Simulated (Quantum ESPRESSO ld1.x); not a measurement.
Results of a calculation; reference values are marked as such.
Pm I, 61 electrons, occupied as [Xe] 4f5 5d1 6s1 (not the ground configuration).

Code: ld1.x of Quantum ESPRESSO 7.5. Model: scalar-relativistic Kohn-Sham, LDA (Slater exchange, Perdew-Wang correlation), spin-polarised, spherical densities, point nucleus; open shells are filled with parallel spins first.

Energy parts (hartree):
part                      energy
total                 -10013.615
kinetic                10678.562
electron-nucleus      -24359.656
Hartree                 3889.291
exchange-correlation    -221.812

Orbitals (lengths in bohr, moments of r in powers of bohr; r(90%) holds 90 % of the orbital's charge):
[
 {"orbital": "1s up", "occ.": "1", "eigenvalue (hartree)": "-1652.92", "<r^4>": "1.420e-06", "<1/r>": "67.37", "<r>": "0.02320", "r(90%)": "0.0419"},
 {"orbital": "1s down", "occ.": "1", "eigenvalue (hartree)": "-1652.92", "<r^4>": "1.420e-06", "<1/r>": "67.37", "<r>": "0.02320", "r(90%)": "0.0419"},
 {"orbital": "2s up", "occ.": "1", "eigenvalue (hartree)": "-268.720", "<r^4>": "0.0002301", "<1/r>": "15.58", "<r>": "0.09903", "r(90%)": "0.153"},
 {"orbital": "2s down", "occ.": "1", "eigenvalue (hartree)": "-268.717", "<r^4>": "0.0002300", "<1/r>": "15.58", "<r>": "0.09903", "r(90%)": "0.153"},
 {"orbital": "2p up", "occ.": "3", "eigenvalue (hartree)": "-240.076", "<r^4>": "0.0001698", "<1/r>": "14.66", "<r>": "0.08713", "r(90%)": "0.142"},
 {"orbital": "2p down", "occ.": "3", "eigenvalue (hartree)": "-240.074", "<r^4>": "0.0001698", "<1/r>": "14.66", "<r>": "0.08713", "r(90%)": "0.142"},
 {"orbital": "3s up", "occ.": "1", "eigenvalue (hartree)": "-58.5462", "<r^4>": "0.009135", "<1/r>": "5.686", "<r>": "0.2609", "r(90%)": "0.383"},
 {"orbital": "3s down", "occ.": "1", "eigenvalue (hartree)": "-58.4913", "<r^4>": "0.009114", "<1/r>": "5.690", "<r>": "0.2608", "r(90%)": "0.382"},
 {"orbital": "3p up", "occ.": "3", "eigenvalue (hartree)": "-49.5517", "<r^4>": "0.009541", "<1/r>": "5.369", "<r>": "0.2591", "r(90%)": "0.388"},
 {"orbital": "3p down", "occ.": "3", "eigenvalue (hartree)": "-49.4972", "<r^4>": "0.009513", "<1/r>": "5.373", "<r>": "0.2589", "r(90%)": "0.388"},
 {"orbital": "3d up", "occ.": "5", "eigenvalue (hartree)": "-37.1891", "<r^4>": "0.007745", "<1/r>": "5.098", "<r>": "0.2364", "r(90%)": "0.369"},
 {"orbital": "3d down", "occ.": "5", "eigenvalue (hartree)": "-37.1461", "<r^4>": "0.007711", "<1/r>": "5.101", "<r>": "0.2362", "r(90%)": "0.369"},
 {"orbital": "4s up", "occ.": "1", "eigenvalue (hartree)": "-11.6242", "<r^4>": "0.2300", "<1/r>": "2.388", "<r>": "0.5933", "r(90%)": "0.853"},
 {"orbital": "4s down", "occ.": "1", "eigenvalue (hartree)": "-11.4893", "<r^4>": "0.2299", "<1/r>": "2.389", "<r>": "0.5932", "r(90%)": "0.853"},
 {"orbital": "4p up", "occ.": "3", "eigenvalue (hartree)": "-8.67087", "<r^4>": "0.3022", "<1/r>": "2.199", "<r>": "0.6283", "r(90%)": "0.914"},
 {"orbital": "4p down", "occ.": "3", "eigenvalue (hartree)": "-8.53605", "<r^4>": "0.3024", "<1/r>": "2.199", "<r>": "0.6282", "r(90%)": "0.914"},
 {"orbital": "4d up", "occ.": "5", "eigenvalue (hartree)": "-4.49885", "<r^4>": "0.4954", "<1/r>": "1.925", "<r>": "0.6886", "r(90%)": "1.04"},
 {"orbital": "4d down", "occ.": "5", "eigenvalue (hartree)": "-4.36495", "<r^4>": "0.4987", "<1/r>": "1.924", "<r>": "0.6891", "r(90%)": "1.04"},
 {"orbital": "4f up", "occ.": "5", "eigenvalue (hartree)": "-0.07498", "<r^4>": "11.60", "<1/r>": "1.306", "<r>": "1.063", "r(90%)": "1.88"},
 {"orbital": "5s up", "occ.": "1", "eigenvalue (hartree)": "-1.52097", "<r^4>": "8.104", "<1/r>": "0.9234", "<r>": "1.437", "r(90%)": "2.08"},
 {"orbital": "5s down", "occ.": "1", "eigenvalue (hartree)": "-1.43407", "<r^4>": "8.443", "<1/r>": "0.9127", "<r>": "1.451", "r(90%)": "2.10"},
 {"orbital": "5p up", "occ.": "3", "eigenvalue (hartree)": "-0.81219", "<r^4>": "17.21", "<1/r>": "0.7720", "<r>": "1.698", "r(90%)": "2.51"},
 {"orbital": "5p down", "occ.": "3", "eigenvalue (hartree)": "-0.73978", "<r^4>": "18.16", "<1/r>": "0.7601", "<r>": "1.720", "r(90%)": "2.54"},
 {"orbital": "5d up", "occ.": "1", "eigenvalue (hartree)": "-0.05925", "<r^4>": "548.1", "<1/r>": "0.3885", "<r>": "3.503", "r(90%)": "5.89"},
 {"orbital": "5d down", "occ.": "0", "eigenvalue (hartree)": "-0.01531", "<r^4>": "2094", "<1/r>": "0.3346", "<r>": "4.374", "r(90%)": "7.91"},
 {"orbital": "6s up", "occ.": "1", "eigenvalue (hartree)": "-0.13159", "<r^4>": "752.2", "<1/r>": "0.2859", "<r>": "4.382", "r(90%)": "6.48"},
 {"orbital": "6s down", "occ.": "0", "eigenvalue (hartree)": "-0.09063", "<r^4>": "1105", "<1/r>": "0.2675", "<r>": "4.721", "r(90%)": "7.13"}
]

The highest occupied level is 5d up at -1.612 eV. The configuration is held as typed, so some empty levels lie below it. Spin moment in Bohr magnetons: 7. Summed over all electrons, <r^2> = 80.43 bohr^2, which gives a Langevin (diamagnetic) susceptibility term of -63.7 x 10^-6 cm^3/mol. The density falls to 0.001 e/bohr^3 at r = 5.04 bohr.
